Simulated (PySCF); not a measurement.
# Excitation energy of Br⁺ by level of theory

Br⁺ [Ar] 3d10 4s2 4p4 (3P) → Br⁺ [Ar] 3d10 4s1 4p4 5s1 (5P), as a difference of total energies. Calculation: PySCF 2.14, in aug-cc-pVTZ-PP with one added diffuse shell each of s, d, f type with ECP10MDF (7s5p5d3f, 68 functions); a scalar-relativistic core potential. Correlated levels: valence: 3s2 3p6 3d10 frozen. The calculations carry no spin-orbit coupling.

| method | excitation energy (cm⁻¹) |
| --- | --- |
| UHF | 192140 |
| LDA | 199830 |
| PBE | 197240 |
| PBE0 | 198370 |
| r2SCAN | 198530 |
| CAM-B3LYP | 201900 |
| B2PLYP | 198870 |
| r2SCANh | 198610 |
| MP2 (valence) | 192900 |
| SCS-MP2 (valence) | 194280 |

The upper state lies above the first ionisation limit, where it may autoionise and the basis confines it. A Rydberg-like electron needs more diffuse functions than a valence basis has.

The promoted electron is Rydberg-like, and one or two diffuse shells describe it only roughly, which tends to raise the upper state.
